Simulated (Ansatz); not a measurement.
The same ligand exchange along the group B, Al, Ga, In.

Isolated molecules relaxed with PBE0-D4/def2-TZVP in Ansatz; ΔE leaves out vibrations. CBS: MP2 limit from def2 TZ/QZ plus the TZ coupled-cluster correction, frozen cores. This one scheme is used for every species. Elements past krypton have def2 core potentials. For Br, Ga, In outer-core shells are correlated without core-valence functions, which leaves a few kJ/mol of doubt a bond. Scalar relativity is left out up to krypton. Each species was taken in one conformer, which may not be the lowest.

Task: Order these by ΔE at CCSD(T)/CBS, lowest first. (Estimate.)
A. `[OH][Ga]([OH])[Br]` + H–F → `[OH][Ga]([OH])[F]` + HBr
B. `[OH][Al]([OH])[Br]` + H–F → `[OH][Al]([OH])[F]` + HBr
C. `[OH][In]([OH])[Br]` + H–F → `[OH][In]([OH])[F]` + HBr
D. `OB(O)Br` + H–F → `OB(O)F` + HBr

Result: D (-61.2 kJ/mol), B (-17.4 kJ/mol), A (+51.3 kJ/mol), C (+85.2 kJ/mol).

Largest T1 diagnostic: 0.017, for `[OH][In]([OH])[F]`.
